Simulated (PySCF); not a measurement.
## EPR parameters of C4H4NSi

C4H4NSi (doublet state).
Structure used (GFN2-xTB), in Å, numbered top down from 1:
```xyz
10
C4H4NSi angstrom
C      1.962    1.625   -1.150
C      1.442    0.848   -0.386
Si     0.798   -0.471    0.698
C     -0.871   -1.156    0.034
C     -1.883   -0.202    0.355
N     -2.651    0.594    0.653
H      2.382    2.339   -1.799
H      0.781   -0.169    2.122
H     -0.829   -1.292   -1.047
H     -1.124   -2.112    0.497
```

The hyperfine couplings belong to this conformer and change with its torsions.

The species is `C#C[SiH]CC#N` [radical].

Computed with UKS B3LYP, pcH-1 on C H N Si, non-relativistic, mean-field spin-orbit, GIAO (PySCF 2.14.0). Isolated species at its GFN2-xTB geometry (one conformer only). The geometry wasn't refined by DFT: couplings that depend on bond lengths, twists or pyramidal angles can differ widely from those at the functional's own minimum, by a factor of two or more for some ions and for spin on atoms past the first row. The SCF solution wasn't tested for stability.

```json
{"g1, g2, g3": "2.00205, 2.00268, 2.00343", "g_iso": "2.00272", "Form of g": "rhombic: the two nearest values differ by 46 % of g3 − g1", "⟨S²⟩": "0.7551 (exact 0.7500)", "α and β electrons": "25, 24", "HOMO–LUMO gap, α and β orbitals": "5.20, 5.15 eV"}
```

Isotropic coupling and dipolar principal values T1 to T3, in G; ρ(0) is the spin density at the nucleus (MHz turned into gauss with g_iso; 10 G = 1 mT):

```tsv
atom	isotope	a_iso	of which spin–orbit	T1	T2	T3	Mulliken spin population	ρ(0) (bohr⁻³)
C1	13C	5.8	0.0	-5.5	-4.5	10.0	0.19	0.0146
C2	13C	2.7	0.0	-3.5	-0.2	3.7	-0.11	0.0066
Si3	29Si	-164.4	0.4	-60.2	30.0	30.2	0.90	0.5199
C4	13C	8.5	0.0	-1.0	-1.0	2.0	-0.01	0.0213
C5	13C	11.3	0.0	-1.3	-0.4	1.7	-0.01	0.0281
N6	14N	0.4	0.0	-0.7	-0.7	1.5	0.04	0.0036
H7	1H	-5.1	0.0	-2.6	-0.4	3.0	-0.01	-0.0032
H8	1H	15.9	0.0	-3.3	0.4	2.9	0.01	0.0100
H9	1H	-0.2	0.0	-1.3	-0.8	2.1	0.00	-0.0001
H10	1H	1.8	0.0	-1.4	-0.9	2.3	0.00	0.0011
```

The Mulliken spin populations are largest on Si3 (+0.90), C1 (+0.19) and C2 (-0.11). The positive populations add up to 1.14 and the negative ones to -0.14, together 2S = 1. The angles at Si3 add up to 340.6°, so it is pyramidal.

Under fast tumbling the dipolar parts average out, and these isotropic splittings remain: 1 × 1H (H8, I = 1/2, 2 lines) with 1.59 mT, 1 × 1H (H7, I = 1/2, 2 lines) with 0.51 mT, 2 × 1H (H9/H10, I = 1/2, 3 lines) with 0.08 mT and 1 × 14N (N6, I = 1, 3 lines) with 0.04 mT.

Class means assume fast exchange of nuclei equivalent by connectivity; if that motion is slow, each nucleus keeps its own coupling. The 1H value of +2.3 MHz is a mean of couplings from -0.4 to 5.1 MHz in this one geometry, not an average over conformers.

The 13C coupling of C5 (31.6 MHz) shows only in satellite lines or after enrichment, since that isotope makes up about 1.07 % of natural carbon.

The 29Si coupling of Si3 (-460.9 MHz) shows only in satellite lines or after enrichment, since that isotope makes up about 4.7 % of natural silicon.

Hardware: one thread, Arm Neoverse V1 (aarch64), no GPU, shared host with 32 logical CPUs at a one-minute load of 20. Cost: 35 s (with the writing of density and orbital grids), 0.66 GiB resident at most.
